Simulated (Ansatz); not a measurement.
A series at Al: from `[NH2][Al]([NH2])[NH2]`, ligands are replaced one by one, each step taking up HCl and setting free NH₃; n counts the steps. Ansatz, PBE0-D4/def2-TZVP geometries. Each molecule was computed in one conformer, which needn't be the lowest.

| n | molecule | HOMO energy, ωB97M-V/def2-TZVPP (eV) |
| --- | --- | --- |
| 0 | `[NH2][Al]([NH2])[NH2]` | -9.14 |
| 1 | `[NH2][Al]([NH2])[Cl]` | -9.65 |
| 2 | `[NH2][Al]([Cl])[Cl]` | ? |
| 3 | `[Cl][Al]([Cl])[Cl]` | -11.62 |

By hand: fit a straight line y = ȳ + b (n − n̄) to the 3 given rows and predict n = 2.

n̄ = 1.333, ȳ = -10.137; Σ(n − n̄)(y − ȳ) = -3.963, Σ(n − n̄)² = 4.667, so b = -0.849 eV a step. Prediction: -10.137 + (-0.849) × (0.667) = -10.70 eV.

By hand: compare with the computed value, -10.41 eV, and give the steps along the whole series.

The line misses by 0.29 eV (computed minus predicted). Steps: -0.51, -0.76, -1.21 eV.

The steps grow at each stage, from -0.51 to -1.21 eV, so the series is curved. The highest orbital can change its character along such a series. The miss is 11.7 % of the series' range.
